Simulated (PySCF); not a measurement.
Species: [GaCl4]- (charge -1).
Bonds: Ga1–Cl2, Ga1–Cl3, Ga1–Cl4, Ga1–Cl5.

Method: PySCF 2.14.0, PBE0-D3(BJ)/def2-SVP geometry optimisation, gas phase; density fitting, grid level 1; the optimiser is geomeTRIC in internal coordinates, started from a GFN2-xTB structure.

Step 0: E = -102432.3477 eV
```
atom  x, y, z in Å  |  force x, y, z in eV/Å
Ga1     0.0004   -0.0004   -0.0002    0.005   0.001   0.014
Cl2     0.0103   -0.0167    2.1711    0.012  -0.007   0.551
Cl3     2.0441    0.0108   -0.7332    0.470  -0.004  -0.163
Cl4    -1.0310    1.7759   -0.7048   -0.249   0.455  -0.194
Cl5    -1.0238   -1.7696   -0.7329   -0.238  -0.446  -0.208
```

**Question.** Estimate the geometry and energy of step 1. (The exact step hangs on the optimiser's Hessian estimate; all steps are aligned on step 0, rigid shifts and turns removed.)

**Answer.** E = -102432.3812 eV, largest force 0.106 eV/Å
```
atom  x, y, z in Å  |  force x, y, z in eV/Å
Ga1    -0.0022    0.0001    0.0019   -0.008   0.002   0.015
Cl2     0.0141   -0.0167    2.2008   -0.002  -0.003   0.104
Cl3     2.0643    0.0095   -0.7411    0.091  -0.003  -0.025
Cl4    -1.0428    1.7996   -0.7162   -0.043   0.087  -0.042
Cl5    -1.0335   -1.7925   -0.7454   -0.039  -0.083  -0.051
```

The energy changes by -0.0335 eV. The first-order estimate −F·Δx gives -0.0582 eV and the mean of the old and new forces, exact on a quadratic surface, -0.0347 eV. The step makes an angle of 8° with the force vector and moves no atom by more than 0.030 Å.

What follows is the cost of the whole optimisation. Hardware: one thread of an AMD EPYC 9R45, shared host with 96 logical CPUs at a one-minute load of 74. Cost: 13 s, 0.41 GiB resident at most.
